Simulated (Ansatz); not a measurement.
C2H5FSi2, SMILES `F[SiH2]C1=C[SiH2]1` at its PBE0-D4/def2-TZVP geometry, where that method's forces vanish. Charge 0, multiplicity 1.

```xyz
10

F    -2.0433   -1.5486    0.7731
Si   -1.6469   -0.4877   -0.3565
C     0.0963    0.0222   -0.1001
C     1.1841    0.3383   -0.8101
Si    1.5186    0.4869    0.9526
H    -2.5401    0.6866   -0.2074
H    -1.8468   -1.1411   -1.6736
H     1.4131    0.3837   -1.8686
H     1.5772    1.8095    1.6152
H     2.2877   -0.5499    1.6754
```

Q: What forces (eV/Å) does B3LYP-D4/def2-TZVPP give on these atoms in the Gaussian-basis code of Ansatz? (Best estimate.)

A: Ansatz gave: 
```
F1  -0.053 -0.138  0.148
Si2 -0.026  0.161 -0.218
C3  -0.039 -0.011 -0.047
C4   0.016 -0.001 -0.119
Si5  0.119  0.040  0.183
H6   0.046 -0.074 -0.013
H7   0.006  0.044  0.076
H8  -0.025 -0.007  0.064
H9   0.003 -0.091 -0.035
H10 -0.047  0.077 -0.039
```

B3LYP here is the variant with VWN-RPA as its local correlation; programs differ in this.
